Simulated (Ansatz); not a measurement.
`[AlH2]/[N]=C\[SeH]` + H₂S → `[AlH2]/[N]=C\S` + H₂Se at 600 K and 1 bar (substitution at a C–Se bond).

Program: Ansatz. Geometries: PBE0-D4/def2-TZVP. ΔE: electronic, gas phase. CBS: MP2 limit from def2 TZ/QZ plus the TZ coupled-cluster correction, frozen cores. This one scheme is used for every species. Double bonds are as drawn, so ΔE can hold a change between cis and trans. For Se outer-core shells are correlated without core-valence functions, which leaves a few kJ/mol of doubt a bond. Scalar relativity is left out up to krypton. Each species was taken in one conformer, which may not be the lowest.

```csv
species,CCSD(T)/CBS energy (Eh),H − E (kJ/mol),S (J/(mol·K))
`[AlH2]/[N]=C\[SeH]`,-2737.86550,164.9,420.9
H₂S,-398.97279,60.8,230.9
`[AlH2]/[N]=C\S`,-734.94021,167.7,405.3
H₂Se,-2401.89790,57.0,244.8
```

H − E and S are ideal-gas, rigid-rotor, harmonic terms from PBE0-D4/def2-TZVP, for one conformer and one mirror image of each species. 1 Eh = 2625.50 kJ/mol, R = 8.31446 J/(mol·K).

**Question.** By hand: ΔE, ΔH, ΔS and ΔG.

**Answer.** ΔE = (-734.94021) + (-2401.89790) − (-2737.86550) − (-398.97279) = 0.00018 Eh = 0.5 kJ/mol. Δ(H − E) = 167.7 + 57.0 − 164.9 − 60.8 = -1.0, so ΔH = -0.5 kJ/mol. ΔS = 405.3 + 244.8 − 420.9 − 230.9 = -1.7 J/(mol·K). ΔG = -0.5 − 600 × (-1.7)/1000 = 0.5 kJ/mol.

**Question.** By hand: the equilibrium constant, and the temperature at which ΔG would vanish if ΔH and ΔS stayed fixed.

**Answer.** log₁₀ K = −ΔG/(RT ln 10) = 0.0. ΔG = 0 at ΔH/ΔS = 294 K, though so small a ΔH makes that figure unsure.

TΔS isn't small against ΔH here. The sign of ΔG lies within the doubt. A doubt of 5 kJ/mol in ΔE shifts log₁₀ K by 0.4 here. Other conformers and mirror images would add mixing entropy, several J/(mol·K) or more a flexible species. These are equilibria of isolated gas molecules and say nothing of rates. Largest T1 diagnostic: 0.015 (customary marks: 0.02 for closed shells, 0.045 for open ones).
